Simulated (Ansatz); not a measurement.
Start from `[OH][GeH]1[O][AlH]1` and change one element to get `[OH][GeH]1[BH][O]1`.

Ansatz, PBE0-D4/def2-TZVP geometries, multiplicity 1. Each molecule was computed in one conformer, which needn't be the lowest.

Scalar relativity is left out up to krypton.

```
                                                                                  property  `[OH][GeH]1[O][AlH]1`
                                                         LUMO energy (PBE/def2-TZVPP) / eV                  -2.39
ideal-gas entropy at 298 K and 1 bar (rigid rotor, harmonic PBE0-D4/def2-TZVP) / J/(mol·K)                    325
                                                   HOMO–LUMO gap (ωB97M-V/def2-TZVPP) / eV                   8.48
                                                        LUMO energy (PBE0/def2-TZVPP) / eV                  -1.67
                                                     HOMO energy (ωB97M-V/def2-TZVPP) / eV                  -8.49
                                                         HOMO energy (PBE/def2-TZVPP) / eV                  -5.40
```

Problem. What does the change do to each property? (An estimate is asked.)

Solution. The calculation gave: 
```
                                                                                  property  `[OH][GeH]1[BH][O]1`  shift
                                                         LUMO energy (PBE/def2-TZVPP) / eV                 -2.04   0.35
ideal-gas entropy at 298 K and 1 bar (rigid rotor, harmonic PBE0-D4/def2-TZVP) / J/(mol·K)                   315    -10
                                                   HOMO–LUMO gap (ωB97M-V/def2-TZVPP) / eV                  9.86   1.38
                                                        LUMO energy (PBE0/def2-TZVPP) / eV                 -1.26   0.41
                                                     HOMO energy (ωB97M-V/def2-TZVPP) / eV                 -9.20  -0.71
                                                         HOMO energy (PBE/def2-TZVPP) / eV                 -6.04  -0.64
```

With PBE0 the HOMO falls by 0.64 eV and the LUMO rises by 0.41 eV, so the gap widens by about 1.05 eV. PBE moves the HOMO by -0.64 eV and ωB97M-V by -0.71 eV.
